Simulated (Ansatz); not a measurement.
ClFH₆Si₃ (`F[SiH](Cl)[SiH2][SiH3]`). Total charge 0; spin multiplicity 1.

```xyz
11

F    -0.615    1.071    2.256
Si   -0.273   -0.429    1.824
Cl    0.914   -1.244    3.280
Si    0.844   -0.404   -0.228
Si   -0.424    0.758   -1.815
H    -1.548   -1.184    1.823
H     1.035   -1.821   -0.646
H     2.176    0.231   -0.037
H    -0.575    2.174   -1.391
H    -1.771    0.137   -1.920
H     0.236    0.711   -3.146
```

(1) Give the diagnostics of a CCSD(T)/def2-TZVPP run (frozen core, Ansatz). (Best estimate.)

Answers

(1) Computed: T1 = 0.0125, largest single amplitude 0.014, largest double 0.025, (T) share of the correlation energy 3.4 %, 9 CCSD cycles. The RHF solution is stable towards an unrestricted one. T1 lies under the customary mark of 0.02 for closed shells.
